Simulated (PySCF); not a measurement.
HO₂Si, SMILES O[Si][O] (connectivity only; charge and spin as stated), neutral, multiplicity 2. Atoms are numbered in the order given.

```xyz
4

Si    -0.3826     0.1026     0.0000
O      0.3414     1.4462     0.0000
O      0.3542    -1.3582     0.0000
H     -0.2091    -2.1412     0.0000
```
Charge 0, spin multiplicity 2.

Geometry: r2SCAN-D4/def2-TZVP. The values are those of a single conformer.

Two levels are set side by side: PBE/pcH-1 (PySCF) and PBE0/pcH-1 (PySCF). Contact hyperfine couplings, same geometry. Differences are taken from unrounded values.

```
quantity                          PBE0     PBE  PBE minus PBE0
------------------------------  ------  ------  --------------
A(iso) of 29Si, atom Si1 (MHz)  -725.7  -694.7            31.1
A(iso) of 17O, atom O2 (MHz)      -2.2    -1.8             0.4
A(iso) of 17O, atom O3 (MHz)     -47.2   -43.9             3.3
A(iso) of 1H, atom H4 (MHz)      -10.5    -9.7             0.8
```

Rough cost on one machine, each run with all the roots and properties that it gave: PBE0 against PBE within a factor of 2.
